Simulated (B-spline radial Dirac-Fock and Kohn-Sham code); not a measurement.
Lβ2 (L3-N5) energies across the elements Ho to Pb

Calculated with a radial B-spline solver, using Dirac-Fock ΔSCF + Breit + QED. Free neutral atoms. The model has no electron correlation.

The screening constant σ is defined by E = 0.1875·Ry·(Z − σ)², the hydrogen-like form of Moseley's law.

```tsv
Z	element	computed (eV)	tabulated (eV)	√E	σ
67	Ho	7902.4	7910.1	88.90	11.34
68	Er	8180.9	8190.3	90.45	11.37
69	Tm	8464.3	8468.4	92.00	11.40
70	Yb	8752.7	8758.7	93.56	11.43
71	Lu	9046.3	9049.1	95.11	11.45
72	Hf	9345.1	9347.0	96.67	11.48
73	Ta	9649.1	9651.8	98.23	11.50
74	W	?	?	?	?
75	Re	10272.5	10275.1	101.35	11.54
76	Os	10591.9	10598.1	102.92	11.56
77	Ir	10916.6	10920.3	104.48	11.58
79	Au	11581.3	11584.8	107.62	11.62
80	Hg	11921.7	11924.6	109.19	11.64
81	Tl	12267.3	12271.3	110.76	11.66
82	Pb	12618.3	12622.3	112.33	11.67
```

Problem. Estimate the missing row, W.

Solution. Computed 9958.2 eV, tabulated 9961.4 eV, √E = 99.79, σ = 11.52.

Tabulated energies: xraylib 4.2 line table, elements in their standard states.
